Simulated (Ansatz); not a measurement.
Reaction (formal exchange of groups at the Si–Cl bond): `[SiH3][GeH2][SiH2]Cl` + SiH₄ → `[SiH3][SiH2][GeH2][SiH3]` + HCl

Isolated molecules relaxed with PBE0-D4/def2-TZVP in Ansatz; ΔE leaves out vibrations. CCSD(T)/CBS is the MP2 limit (def2-TZVPP, def2-QZVPP) plus CCSD(T) − MP2 in def2-TZVPP, frozen cores. This one scheme is used for every species. For Ge outer-core shells are correlated without core-valence functions, which leaves a few kJ/mol of doubt a bond. Scalar relativity is left out up to krypton. One conformer a species, not always the lowest.

```tsv
species	HF/def2-TZVPP energy (Eh)
`[SiH3][GeH2][SiH2]Cl`	-3116.89477
SiH₄	-291.25838
`[SiH3][SiH2][GeH2][SiH3]`	-2948.01402
HCl	-460.09908
```

Work out ΔE.

ΔE = (-2948.01402) + (-460.09908) − (-3116.89477) − (-291.25838) = 0.04005 Eh = +25.1 kcal/mol. CCSD(T)/CBS gives +19.8 kcal/mol.

Largest T1 diagnostic among the species: 0.013.

Leaving LDA and LC-ωPBE aside and taking each functional with its dispersion term where it has one, the values, not all of them listed here, spread over 5.1 kcal/mol, from PBE-D4 to BHLYP-D4. LDA lies −1.0 kcal/mol from PBE without D4. From PBE to PBE0 (25 % exact exchange), in def2-TZVPP and without D4, ΔE moves by +1.0 kcal/mol. In def2-TZVPP, CCSD(T) changes the Hartree–Fock value by −6.1 kcal/mol (the triples alone add −0.6 kcal/mol) and MP2 by −3.9 kcal/mol.
